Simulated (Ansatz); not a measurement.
H₃F₃OSi₂ (SMILES F[SiH2]O[SiH](F)F), singlet, at a GFN2-xTB geometry, atoms displaced at random by about 0.08 Å a coordinate; B3LYP/6-31G, gradient (Ansatz, a program for electronic structure).

Ansatz was given this input:
Ansatz 0.2 input:
```yaml
crystal:
  periodic: [false, false, false]
  atoms:
    - {symbol: Si, position_ang: [-1.89075624, -0.55134467, -0.03613241]}
    - {symbol: F, position_ang: [-2.62306253, 0.60562637, -0.80658606]}
    - {symbol: O, position_ang: [-0.27795938, 0.03031059, 0.19504666]}
    - {symbol: Si, position_ang: [1.23885703, 0.46527938, 0.13884502]}
    - {symbol: F, position_ang: [1.94261692, 0.27978703, 1.29975061]}
    - {symbol: F, position_ang: [1.97847845, -0.48263583, -0.93993053]}
    - {symbol: H, position_ang: [-2.42584509, -0.50215689, 1.38715391]}
    - {symbol: H, position_ang: [-1.73195840, -1.86673063, -0.69832163]}
    - {symbol: H, position_ang: [1.28429049, 1.87305451, -0.42985007]}
basis:
  gaussian:
    orbitals: 6-31G
hamiltonian:
  xc: b3lyp
output: {forces: true}
```

It wrote (shortened):

```
Functional definition: B3LYP
679 factors; integrals over basis functions are off by at most 1.6e-4 eV
mean field evaluation 1: about -25991.4124 eV, gradient 7.4e1 eV
mean field evaluation 2: about -25976.9575 eV, gradient 1.2e2 eV
mean field evaluation 4: about -26000.0456 eV, gradient 5.0e0 eV
mean field evaluation 8: about -26000.2007 eV, gradient 3.9e-1 eV
mean field evaluation 16: about -26000.2009 eV, gradient 1.3e-5 eV
mean field -26000.20091167 eV, -955.4897599346 hartree, gradient 1.3e-5 eV, S^2 0.000000; 0 other end points of the search recorded, 0 dependent functions left out
the calculation of the forces begins
reference -26000.20118545 eV, -955.4897699961 hartree; 33, 33 occupied and 35, 35 virtual orbitals, 679 factors
Total energy: -26000.20118545 eV, -955.4897699961 hartree
Atom 0 at    -1.890756    -0.551345    -0.036132 Å, force     3.521952    -2.014444     3.890748 eV/Å
Atom 1 at    -2.623063     0.605626    -0.806586 Å, force    -2.327606     2.914406    -2.683399 eV/Å
Atom 2 at    -0.277959     0.030311     0.195047 Å, force    -3.740784    -1.441519     0.070458 eV/Å
Atom 3 at     1.238857     0.465279     0.138845 Å, force    -8.895938     5.516985   -17.277034 eV/Å
Atom 4 at     1.942617     0.279787     1.299751 Å, force    10.577432    -2.585503    18.079438 eV/Å
Atom 5 at     1.978478    -0.482636    -0.939931 Å, force     1.154867    -1.510887    -1.741258 eV/Å
Atom 6 at    -2.425845    -0.502157     1.387154 Å, force    -0.115660    -0.403093    -0.540774 eV/Å
Atom 7 at    -1.731958    -1.866731    -0.698322 Å, force    -0.358767    -0.038856    -0.315747 eV/Å
Atom 8 at     1.284290     1.873055    -0.429850 Å, force     0.184504    -0.437089     0.517569 eV/Å
Dipole moment:    -0.448038    -0.179565     0.164239 e Å
```
